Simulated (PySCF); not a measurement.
Run record: geometry optimisation, `[Rb][Rb]`.

Computed with PBE0-D3(BJ)/def2-SVP geometry optimisation, gas phase, def2 core potentials past Kr (PySCF 2.14.0). Start geometry: GFN2-xTB. The input is one job of a driver script: a line of settings, then coordinates in Å.

Input:
```
{"job": {"xc": "PBE0", "basis": "def2-SVP", "d3": "d3bj", "grid": 1, "maxiter": 30, "shake": 0.01, "kind": "geom"}, "charge": 0, "multiplicity": 1}
Rb     1.913130    -0.028000     0.000810
Rb    -1.895640    -0.000810    -0.012930
```

Output:
```
step   0  E = -48.17738884  max force = 0.006391
step   1  E = -48.17863174  max force = 0.004471
step   2  E = -48.17975889  max force = 0.002003
step   3  E = -48.18010013  max force = 0.000388
step   4  E = -48.18011706  max force = 0.000046
step   5  E = -48.18011758  max force = 0.000006
optimisation converged
```

Energies in Eh; «max force» is the largest Cartesian gradient component in Eh/bohr.

Question: How much energy does the optimisation release, in kJ/mol?

Answer: E(step 0) − E(last step) = 0.002729 Eh, which is 7.2 kJ/mol.

Question: Give the first gradient maximum in eV/Å.

Answer: With 1 Eh/bohr = 51.422 eV/Å, 0.329 eV/Å.

Main results: final energy -48.18012 Eh after 5 steps; dipole 0.00 D.

Question: Give the final coordinates.

Answer: 0.247 Å rms from the input after alignment:
```
atom  x, y, z in Å
Rb1    2.1608   -0.0376    0.0030
Rb2   -2.1427    0.0082   -0.0154
```

On Intel Xeon Platinum 8375C at 2.90 GHz, one thread (shared host), this took 5.1 s of wall time and 0.26 GiB of memory at its peak.
Labels such as C1 count atoms from 1, the log's own numbers from 0.
